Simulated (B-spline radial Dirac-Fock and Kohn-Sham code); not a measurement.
## Dipole and non-dipole photoemission parameters of Sn⁺ 3s

System: the Sn⁺ ion, configuration 1s2 2s2 2p6 3s2 3p6 3d10 4s2 4p6 4d10 5s2 5p1; threshold 877.3 eV (orbital energy of the model). The computed values come from a radial atomic solver: Dirac-Hartree-Slater photoionisation with a Latter tail; cross sections with all multipoles, angular parameters from the dipole term and its interference with E2.

For linearly polarised light dσ/dΩ = σ/(4π) [1 + β P₂(cos θ) + (δ + γ cos²θ) sin θ cos φ], with θ from the polarisation vector and φ the angle between the beam and the projection of the electron momentum on the plane normal to the polarisation.

```
hν (eV)  σ (kb)      β       γ
    887    86.2  1.982   0.782
   1000    76.1  1.983   0.738
   1190    61.0  1.986   0.551
 1486.9    44.5  1.988   0.350
   1750    34.6  1.989   0.221
   2000    27.9  1.990   0.129
   2190    24.1  1.990   0.073
   2380    20.9  1.990   0.028
   3420    11.1  1.992  -0.096
   3470       ?      ?       ?
   4000    8.26  1.992  -0.106
   4310    7.17  1.992  -0.101
   7950    2.14  1.992   0.196
   9510    1.47  1.992   0.373
  12000   0.893  1.992   0.661
  15000   0.545  1.991   1.001
```

Problem. Give the values at 3470 eV.

Solution. σ = 10.8 kb, β = 1.992, γ = -0.099. For an s subshell δ is negligible.
